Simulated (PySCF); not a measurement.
**Mayer bond orders and bond lengths**

Species: C4H16OSi3.
Numbering: `[CH3:1][CH:2]([CH3:3])[O:4][SiH2:5][CH:6]([SiH3:7])[SiH3:8]` (hydrogens: H9, H10, H11 on C1; H12 on C2; H13, H14, H15 on C3; H16, H17 on Si5; H18 on C6; H19, H20, H21 on Si7; H22, H23, H24 on Si8)

Structure used (GFN2-xTB), in Å, numbered top down from 1:
```xyz
24
C4H16OSi3 angstrom
C     -2.5056   -0.2431   -1.4077
C     -2.1991    0.1156    0.0427
C     -2.9323   -0.8053    1.0133
O     -0.8205   -0.0068    0.2786
Si     0.3416    1.1036    0.1180
C      1.9041    0.1442    0.5739
Si     2.0915   -1.4573   -0.4324
Si     3.4154    1.2797    0.4729
H     -2.1949   -1.2661   -1.6049
H     -3.5705   -0.1479   -1.6031
H     -1.9599    0.4195   -2.0743
H     -2.5030    1.1559    0.2270
H     -4.0064   -0.7335    0.8651
H     -2.6949   -0.5282    2.0372
H     -2.6151   -1.8323    0.8508
H      0.4048    1.6480   -1.2460
H      0.0810    2.2410    1.0140
H      1.8060   -0.1549    1.6210
H      0.9785   -2.3828   -0.2043
H      2.1714   -1.1477   -1.8639
H      3.3284   -2.1429   -0.0324
H      3.2192    2.4605    1.3189
H      3.6387    1.7291   -0.9017
H      4.6099    0.5713    0.9449
```

Bond orders from the PBE0/pcSseg-1 density (PySCF). Isolated species at its GFN2-xTB geometry (one conformer only).

**Question.** Where do the orders between heavy atoms depart from those drawn in the SMILES?

**Answer.** The largest departure is 0.152, at C2–O4 (drawn single, 0.848). Drawn single, order below 0.88: C2–O4 (0.848) and C6–Si7 (0.877).

**Question.** Set the Mayer orders of the bonds between heavy atoms beside their lengths.

**Answer.** 
```
  bond  drawn as  length (Å)  Mayer order
 C1–C2    single       1.525        1.036
 C2–C3    single       1.526        1.036
 C2–O4    single       1.404        0.848
O4–Si5    single       1.615        0.958
Si5–C6    single       1.889        0.885
C6–Si7    single       1.901        0.877
C6–Si8    single       1.893        0.900
```

Bonds between the same two heavy elements. C–C: all 2 within 0.02 of one another (1.036 to 1.036). C–Si: lowest C6–Si7 (0.877, 1.901 Å), highest C6–Si8 (0.900, 1.893 Å).

**Question.** And the bonds to hydrogen?

**Answer.** C–H: 0.91 to 0.97 (8 bonds); H–Si: 0.92 to 0.95 (8 bonds).

**Question.** Sum the orders of all bonds at each heavy atom with more than one neighbour and set the sums beside the valence in the SMILES.

**Answer.** C1 3.920 (drawn 4), C2 3.861 (drawn 4), C3 3.925 (drawn 4), O4 1.806 (drawn 2), Si5 3.687 (drawn 4), C6 3.572 (drawn 4), Si7 3.728 (drawn 4), Si8 3.753 (drawn 4). Orders between atoms that aren't bonded are not in these sums.

Mayer orders depend on the basis set.
